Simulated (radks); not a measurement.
The numbers below are computed, except where a source is named.
Spin polarisation of the 4d5 shell in the molybdenum ion Mo+. Start: [Kr] 4d(up 2.5, down 2.5); electrons of 4d are moved from spin down to spin up, other shells keep equal spins. Code: a radial shooting solver on a logarithmic mesh with Libxc functionals. Model: non-relativistic Kohn-Sham, r2SCAN, spin-polarised, spherical densities, point nucleus; meta-GGA in the generalised Kohn-Sham scheme.

| moment (Bohr magnetons) | E - E(0) (eV) | e(4d up) (eV) | e(4d down) (eV) | 4p down minus up (eV) | 4s down minus up (eV) |
|---|---|---|---|---|---|
| 0 | 0.000 | -10.419 | -10.419 | 0.000 | 0.000 |
| 1 | -0.211 | -10.810 | -9.967 | 0.813 | 0.742 |
| 2 | -0.845 | -11.141 | -9.446 | 1.623 | 1.480 |
| 3 | -1.909 | -11.411 | -8.843 | 2.430 | 2.211 |
| 4 | -3.422 | -11.616 | -8.116 | 3.231 | 2.933 |
| 5 | -5.462 | -11.762 | -6.900 | 4.044 | 3.650 |

At moment 5 the spin-polarisation energy is -5.462 eV and the 4d exchange splitting 4.862 eV, that is 0.972 eV per Bohr magneton; E = -I m^2/4 would give I = 0.874 eV.
